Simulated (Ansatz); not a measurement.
Abridged output of a molecular run in Ansatz:

```
Functional definition: HF
1179 factors; integrals over basis functions are off by at most 1.2e-3 eV
mean field evaluation 1: about -74142.2670 eV, gradient 3.8e1 eV
mean field evaluation 2: about -74142.3064 eV, gradient 3.8e1 eV
mean field evaluation 4: about -74146.1439 eV, gradient 3.6e0 eV
mean field evaluation 8: about -74146.1972 eV, gradient 5.1e-4 eV
mean field -74146.19724650 eV, -2724.8224907114 hartree, gradient 3.9e-6 eV, S^2 0.000000; 0 other end points of the search recorded, 0 dependent functions left out
21 core orbitals not correlated: weight in the atoms' cores, before any rotation towards them, 1.000 or more for the frozen orbitals, at most 0.000 for the correlated occupied ones
reference -74146.19724650 eV, -2724.8224907114 hartree; 19, 19 occupied and 81, 81 virtual orbitals, 1179 factors
second order -20.66755082 eV of doubles, -0.00000000 eV of singles
cycle   1  -20.81245807 eV  change   -1.4e-1 eV  update   1.3e-1
cycle   2  -21.50337376 eV  change   -6.9e-1 eV  update   3.9e-2
cycle   3  -21.64508276 eV  change   -1.4e-1 eV  update   2.3e-2
cycle   4  -21.62945050 eV  change    1.6e-2 eV  update   6.9e-3
cycle   5  -21.62829866 eV  change    1.2e-3 eV  update   3.8e-3
cycle   6  -21.62808338 eV  change    2.2e-4 eV  update   1.3e-3
cycle   7  -21.62777885 eV  change    3.0e-4 eV  update   5.7e-4
cycle   8  -21.62774470 eV  change    3.4e-5 eV  update   2.1e-4
cycle   9  -21.62781224 eV  change   -6.8e-5 eV  update   9.1e-5
cycle  10  -21.62780643 eV  change    5.8e-6 eV  update   3.7e-5
perturbative correction -0.72996449 eV, -0.0268257002 hartree
Total energy: -74168.55501743 eV, -2725.6441236383 hartree
```

Its atoms:

Cartesian coordinates in Å:
```
O 1.623 -0.580 -2.150
Si 1.753 -0.158 -0.563
Ga -0.354 0.014 0.536
C -2.243 0.196 0.981
S -1.214 0.130 2.534
H 1.104 -0.021 -2.730
H 2.434 1.155 -0.385
H 2.553 -1.229 0.073
H -2.746 1.147 0.836
H -2.909 -0.654 0.868
```

**Question.** Which basis set was used?
A. cc-pV(T+d)Z
B. def2-SVP
C. def2-TZVPP
D. def2-TZVPPD

**Answer.** B. It gives 121 functions.

**Question.** Write the keys of the input that set method, charge and spin (a neutral closed shell needs none for the last two).

**Answer.** 
```yaml
correlation: {method: ccsd_t}
```
